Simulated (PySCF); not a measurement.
**Frontier orbitals and the lowest excitations**

Compound: C5H11NOSi2.
Geometry (PBE0-D3(BJ)/def2-SVP, Å), atoms numbered from 1 in this order:
```xyz
20
C5H11NOSi2 angstrom
C      3.8298    1.3412    0.8001
C      2.7014    0.6915    0.1517
C      1.7757    0.1343   -0.4037
C      0.6343   -0.5286   -1.0162
C     -0.5005    0.4698   -1.3748
Si    -1.4180    0.8672    0.2338
N     -0.6943    2.2046    1.0262
O     -1.2439   -0.6336    1.0010
Si    -0.1696   -1.6924    0.2837
H      3.5032    2.1966    1.4123
H      4.3639    0.6438    1.4649
H      4.5529    1.7206    0.0608
H      0.9659   -1.0923   -1.9056
H     -1.2086   -0.0165   -2.0680
H     -0.1063    1.3625   -1.8847
H     -2.8734    1.1458    0.1126
H     -1.1155    2.6034    1.8575
H      0.3197    2.2351    1.0740
H      0.8070   -2.2381    1.2657
H     -0.8978   -2.8161   -0.3829
```

Computed with TDDFT CAM-B3LYP/def2-SVPD, vertical, gas phase, core orbitals frozen in the response (PySCF).

Kohn–Sham orbitals with the atoms that hold most of them (Löwdin shares over 4%, at most four atoms; ? is withheld):

```csv
orbital,ε (eV),atoms
HOMO-3,-9.96,"C5 28%, O8 22%, Si6 15%, C4 5%"
HOMO-2,-9.13,"N7 63%, O8 10%, Si6 7%, H17 6%"
HOMO-1,-8.76,?
HOMO,?,"C2 30%, C3 27%, C4 13%, Si9 8%"
LUMO,1.03,?
LUMO+1,1.35,"Si9 30%, O8 12%, H19 11%, H20 11%"
LUMO+2,1.47,"Si9 11%, H13 11%, C1 11%, H14 11%"
```

Task: Which atoms hold the HOMO-1, and with what shares?

Result: C2 (bonded to 2 C) 34%; C3 (bonded to 2 C) 34%; C1 (bonded to C and 3 H) 7%; C4 (bonded to 2 C, Si and H) 7%.

Task: Give the leading atoms of the LUMO.

Result: C1 (bonded to C and 3 H) 18%; C2 (bonded to 2 C) 11%; Si6 (bonded to C, N, O and H) 10%; Si9 (bonded to C, O and 2 H) 8%. By element: carbon 29% or more, silicon 18%.

Task: What is the HOMO energy, and the HOMO–LUMO gap?

Result: ε(HOMO) = -8.26 eV; the gap is 9.30 eV (0.3418 hartree).

Task: How does S1 compare with the orbital gap of 9.30 eV?

Result: S1 is at 6.13 eV (f = 0.0028), 3.17 eV below the gap, made of HOMO→LUMO+2 (28%), HOMO→LUMO+6 (24%), HOMO→LUMO+8 (9%). Its leading pair isn't HOMO and LUMO; the energies of that pair differ by 9.73 eV. Without the coupling terms of the response equations the lowest excitation would equal the gap.

Task: One configuration dominates each of S2, S5 and S6. Which, and how do the shares of the two leading atoms of either orbital change from the occupied to the empty one?

Result: 
- S2 (6.49 eV, f 0.0021), HOMO→LUMO (78%): C2 30% → 11%, C3 27% → at most 8%, C1 at most 9% → 18%
- S5 (6.82 eV, f 0.0037), HOMO→LUMO+1 (72%): C2 30% → at most 11%, C3 27% → at most 11%, Si9 8% → 30%, O8 at most 9% → 12%
- S6 (6.90 eV, f 0.0099), HOMO-1→LUMO (82%): C2 34% → 11%, C3 34% → at most 8%, C1 7% → 18%

One conformer stands for the species.
